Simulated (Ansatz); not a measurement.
Which is lower?

The two ends of one reaction step of CH₉GeN, singlet (PBE0-D4/def2-TZVP).

A:

```
12
angstrom
Ge -1.0312 0.8707 0.5778
C -0.1171 -0.5518 1.5445
H -1.7901 0.3166 -0.6430
H -2.0610 1.5758 1.4862
H -0.0356 1.9390 0.0870
H 1.9121 -1.0598 -2.1017
N 1.1540 -0.4686 -1.7837
H 0.4109 -0.1468 2.4087
H -0.8332 -1.2984 1.8904
H 0.5967 -1.0173 0.8650
H 1.4345 0.4910 -1.9460
H 0.3598 -0.6502 -2.3853
```

B:

Ge1  (-0.779, 1.416, -0.707)
C2  (0.390, -1.602, 1.550)
H3  (-1.944, 0.433, -0.521)
H4  (-0.222, 1.878, 0.648)
H5  (-1.285, 2.652, -1.488)
H6  (0.686, -1.239, 0.565)
N7  (0.574, 0.489, -1.553)
H8  (0.670, -0.869, 2.308)
H9  (-0.690, -1.751, 1.575)
H10  (0.889, -2.547, 1.762)
H11  (1.411, 1.038, -1.695)
H12  (0.299, 0.102, -2.446)
(Å)

Program: Ansatz 0.2.0. Basis: def2-TZVPP. Cores are frozen in the correlated methods. Filled d shells of the heavier atoms are correlated. The def2 sets are not built for correlating such inner shells, so the correlated values are less sure here. B3LYP uses VWN-RPA correlation.

Which structure is lower at CCSD(T), and by how much? (An estimate is asked for; the value comes from the calculation.)

The calculation gives: B, by 9.1 kJ/mol (electronic energy, against the other). By their contacts, A is a complex of CH₆Ge ([CH3][GeH3]) + NH₃ and B is a complex of GeNH₅ ([NH2][GeH3]) + CH₄.

All methods give the same order:

```json
{"method": "SPW92", "E(B) − E(A) (kJ/mol)": "-3.4"}
{"method": "PBE-D4", "E(B) − E(A) (kJ/mol)": "-6.6"}
{"method": "BLYP-D4", "E(B) − E(A) (kJ/mol)": "-11.6"}
{"method": "r2SCAN-D4", "E(B) − E(A) (kJ/mol)": "-9.6"}
{"method": "B97M-V", "E(B) − E(A) (kJ/mol)": "-10.4"}
{"method": "PBE0-D4", "E(B) − E(A) (kJ/mol)": "-6.9"}
{"method": "B3LYP-D4", "E(B) − E(A) (kJ/mol)": "-11.4"}
{"method": "r2SCAN0-D4", "E(B) − E(A) (kJ/mol)": "-8.9"}
{"method": "BHLYP-D4", "E(B) − E(A) (kJ/mol)": "-12.5"}
{"method": "CAM-B3LYP-D4", "E(B) − E(A) (kJ/mol)": "-12.1"}
{"method": "wB97X-V", "E(B) − E(A) (kJ/mol)": "-10.3"}
{"method": "wB97M-V", "E(B) − E(A) (kJ/mol)": "-8.1"}
{"method": "B2PLYP", "E(B) − E(A) (kJ/mol)": "-12.4"}
{"method": "PBE-QIDH", "E(B) − E(A) (kJ/mol)": "-8.7"}
{"method": "RPA on PBE", "E(B) − E(A) (kJ/mol)": "-10.2"}
{"method": "HF", "E(B) − E(A) (kJ/mol)": "-19.2"}
{"method": "MP2", "E(B) − E(A) (kJ/mol)": "-9.5"}
{"method": "CCSD", "E(B) − E(A) (kJ/mol)": "-9.7"}
{"method": "CCSD(T)", "E(B) − E(A) (kJ/mol)": "-9.1"}
```

The T1 diagnostic stays at or below 0.011.

Labels in which every atom is bracketed show which atoms are joined, not bond orders.

For scale, one of the runs: CCSD(T)/def2-TZVPP, 236 basis functions, launched by `ansatz run in.yaml --threads 4 --pin off --events-out ev --progress --plain --max-ram 9574MiB`. Time: 3.9 min of wall clock on 4 CPU threads of an AMD EPYC; the host was shared. Peak host memory: 4.4 GiB.
